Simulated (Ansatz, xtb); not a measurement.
## Two isomers of C2H7FGeSi

Structure a is `C=C[SiH2][GeH2][F]`, a singlet and structure b is `C=[CH][GeH2][SiH2]F`, a singlet. Both are isolated molecules in the gas phase, relaxed with PBE-D3(BJ)/def2-SVP, each in the lowest conformer that the search found.

Quicker runs give these differences E(b) − E(a): GFN2-xTB −8.7 kcal/mol; HF/STO-3G −11.8 kcal/mol (at GFN2-xTB geometries); r2SCAN-D4/def2-SVP −10.2 kcal/mol (at GFN2-xTB geometries).

Estimate E(b) − E(a) at the level CCSD(T)/def2-SVP + ΔMP2/def2-TZVPP.

Calculated at CCSD(T)/def2-SVP + ΔMP2/def2-TZVPP: E(b) − E(a) = −13.4 kcal/mol, so structure b lies lower.

Level by level:

```tsv
level	geometry	E(b) − E(a) (kcal/mol)	departure from the last row (kcal/mol)	job, with rough time for the two
GFN2-xTB	GFN2-xTB	−8.7	+4.7	optimisation, 0.85 s
HF/STO-3G	GFN2-xTB	−11.8	+1.6	single point, 1.9 s
r2SCAN-D4/def2-SVP	GFN2-xTB	−10.2	+3.2	single point, 9.3 s
PBE-D3(BJ)/def2-SVP	PBE-D3(BJ)/def2-SVP	−9.0	+4.4	optimisation, 1.7 min
HF/def2-SVP	PBE-D3(BJ)/def2-SVP	−9.9	+3.5	part of the CCSD(T) run
MP2/def2-SVP	PBE-D3(BJ)/def2-SVP	−10.9	+2.5	part of the CCSD(T) run
CCSD(T)/def2-SVP	PBE-D3(BJ)/def2-SVP	−10.3	+3.1	single point
CCSD(T)/def2-SVP + ΔMP2/def2-TZVPP	PBE-D3(BJ)/def2-SVP	−13.4		single point, 2.2 min
```

As drawn, b has 1 C–Ge, 1 F–Si in place of 1 C–Si, 1 F–Ge.

None of the levels shown reverses the order. The largest departure from CCSD(T)/def2-SVP + ΔMP2/def2-TZVPP is that of GFN2-xTB, 4.7 kcal/mol. The last row adds to CCSD(T) the change of the MP2 difference between the two basis sets, here −3.1 kcal/mol, a large step that makes the value less sure.

With thermal terms from frequencies at re-optimised GFN2-xTB minima (ideal gas, soft modes damped towards free rotors, one conformer each, 298.15 K, 1 atm): on the last row, ΔE + ΔZPE = −12.4, ΔH = −12.6, ΔG = −12.3 kcal/mol.

The correlated steps freeze 17 core orbitals; the filled d shell of Ge is correlated, in a basis made for valence electrons. Run with Ansatz 0.2.0, xtb 6.7.1; the last row on 2 threads of Intel(R) Xeon(R) Processor @ 2.50GHz (Skylake/Cascade Lake) on a shared host.
